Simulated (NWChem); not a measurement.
C4H6Si; SMILES C([SiH2]C#C)=C

Results from NWChem. The geometry was optimised at PBE0/def2-SVP. One conformer.

Diagonal of the polarisability tensor at B3LYP/def2-SVPD, 589 nm: 67.62, 104.51, 62.25 bohr³.

Question: Find the mean polarisability volume, the molar refraction, and the refractive index that an ideal gas of it would have at 273.15 K and 1 atm.

Answer: 
1. Mean: one third of the trace = 78.13 bohr³ × 0.14818 Å³/bohr³ = 11.58 Å³.
2. Molar refraction (Lorentz-Lorenz): (4π/3) N_A α = 29.2 cm³/mol.
3. Number density p/kT = 2.687 × 10⁻⁵ Å⁻³; n − 1 = 2π N α = 19.54 × 10⁻⁴.
